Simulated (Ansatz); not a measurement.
Program: Ansatz. Geometries: PBE0-D4/def2-TZVP. ΔE: electronic, gas phase. CCSD(T)/CBS adds triple-zeta CCSD(T) − MP2 to the extrapolated MP2 energy (def2 sets, frozen cores). This one scheme is used for every species. DFT in def2-TZVPP. B3LYP here is the variant with VWN-RPA as its local correlation; programs differ in this. One conformer a species, not always the lowest.

Consider the formal hydrolysis of the Si–N bond: `N[Si@H](F)N[Si@@H](N)Cl` + H₂O → `N[SiH](O)Cl` + `N[SiH](N)F`.

| level | ΔE (kJ/mol) | difference from CCSD(T)/CBS |
| --- | --- | --- |
| PBE-D4 | -34.1 | -0.3 |
| r2SCAN-D4 | -39.5 | -5.7 |
| PBE0-D4 | -33.3 | 0.5 |
| B3LYP-D4 | -35.6 | -1.8 |
| ωB97X-V | -38.3 | -4.5 |
| ωB97M-V | -37.6 | -3.8 |
| B2PLYP | -43.8 | -10.0 |
| PBE | -42.4 | -8.6 |
| r2SCAN | -42.3 | -8.5 |
| PBE0 | -41.1 | -7.3 |
| B3LYP | -48.5 | -14.7 |
| HF/def2-TZVPP | -49.5 | -15.7 |
| MP2/def2-TZVPP | -34.2 | -0.4 |
| SCS-MP2/def2-TZVPP | -37.3 | -3.5 |
| CCSD/def2-TZVPP | -37.0 | -3.2 |
| CCSD(T)/def2-TZVPP | -34.8 | -1.0 |
| HF/def2-QZVPP | -49.5 | -15.7 |
| MP2/def2-QZVPP | -33.6 | 0.2 |
| SCS-MP2/def2-QZVPP | -36.7 | -2.9 |
| HF/CBS(def2) | -49.5 | -15.7 |
| MP2/CBS(def2) | -33.2 | 0.6 |
| CCSD/CBS(def2) | -35.9 | -2.1 |
| CCSD(T)/CBS | -33.8 | 0 |

Largest T1 diagnostic among the species: 0.010.

The D4 term adds +12.9 kJ/mol with B3LYP and +7.8 kJ/mol with PBE0; it sums over pairs of atoms, weighted by their polarisabilities, and B3LYP, whose exchange is more repulsive, gets the larger term. In def2-TZVPP, CCSD(T) changes the Hartree–Fock value by +14.7 kJ/mol (the triples alone add +2.1 kJ/mol) and MP2 by +15.3 kJ/mol.
